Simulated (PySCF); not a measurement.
Input file for PySCF: D3(BJ) and D4 dispersion corrections on CH6GeO2 (a complex), monomers drawn apart or pushed together.

```python
from pyscf import gto
from pyscf.dispersion import dftd3, dftd4

mol = gto.M(
    atom='''
    Ge   -0.28487261    0.14269139    0.13678956
    H    -0.81388557   -0.21854167   -1.26177694
    H    -0.68262781    1.57598804    0.49631305
    H     1.23215911   -0.05081856    0.19211862
    H    -0.95349594   -0.83098348    1.13506136
    O     0.81775909    0.91156018    3.00472423
    C     0.39418447    0.24900126    3.91014624
    O    -0.47874550   -0.75952023    3.79034916
    H     0.66783892    0.38221026    4.96455866
    H    -0.70356592   -0.85438637    2.84591274
    ''',
    basis='def2-svp',
    charge=0, spin=0, verbose=0, max_memory=1800)
d3, d4 = {}, {}
for xc in ['hf', 'pbe', 'blyp', 'revpbe', 'tpss', 'r2scan', 'b3lyp', 'pbe0', 'bhlyp', 'camb3lyp', 'b2plyp']:
    d3[xc] = float(dftd3.DFTD3Dispersion(mol, xc=xc, version='d3bj', atm=False).get_dispersion()['energy'])
    print(f'D3(BJ) {xc:10s} {d3[xc]:14.8f} Eh')
for xc in ['hf', 'pbe', 'blyp', 'revpbe', 'tpss', 'r2scan', 'b3lyp', 'pbe0', 'bhlyp', 'camb3lyp', 'b2plyp']:
    d4[xc] = float(dftd4.DFTD4Dispersion(mol, xc={'camb3lyp': 'cam-b3lyp'}.get(xc, xc), atm=True).get_dispersion()['energy'])
    print(f'D4     {xc:10s} {d4[xc]:14.8f} Eh')
```

Output:

```
D3(BJ) hf            -0.04406918 Eh
D3(BJ) pbe           -0.00577910 Eh
D3(BJ) blyp          -0.01223722 Eh
D3(BJ) revpbe        -0.01444282 Eh
D3(BJ) tpss          -0.00732923 Eh
D3(BJ) r2scan        -0.00167697 Eh
D3(BJ) b3lyp         -0.01000535 Eh
D3(BJ) pbe0          -0.00505821 Eh
D3(BJ) bhlyp         -0.00778828 Eh
D3(BJ) camb3lyp      -0.00464775 Eh
D3(BJ) b2plyp        -0.00467402 Eh
D4     hf            -0.01892193 Eh
D4     pbe           -0.00540586 Eh
D4     blyp          -0.01183751 Eh
D4     revpbe        -0.01703300 Eh
D4     tpss          -0.00730982 Eh
D4     r2scan        -0.00140700 Eh
D4     b3lyp         -0.00862825 Eh
D4     pbe0          -0.00460215 Eh
D4     bhlyp         -0.00632615 Eh
D4     camb3lyp      -0.00466140 Eh
D4     b2plyp        -0.00381535 Eh
```

The run finished.

Cost: very roughly 0.010 core-seconds.
